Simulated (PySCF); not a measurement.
Method: PBE-D3(BJ)/def2-TZVP // B3LYP-D3(BJ)/def2-TZVP run with PySCF. Isolated molecules, 0 K electronic values unless said otherwise. One relaxed conformer stands for a flexible species; it need not be the lowest. Excitations are Tamm–Dancoff values on a coarser integration grid. The basis has no diffuse functions, so Rydberg states are missing or too high.

Reference species (SMILES): `[H]/N=C(/C)N` (neutral, multiplicity 1).

```json
{
 "HOMO": "-5.66 eV",
 "T1 excitation (TDA)": "4.90 eV"
}
```

Changed species: `C=NCN`.

**Question.** What does the change do to the HOMO and T1 excitation (TDA)?

**Answer.** the HOMO goes up by 0.20 eV, to -5.46 eV; the T1 excitation (TDA) falls by 1.03 eV, to 3.87 eV.
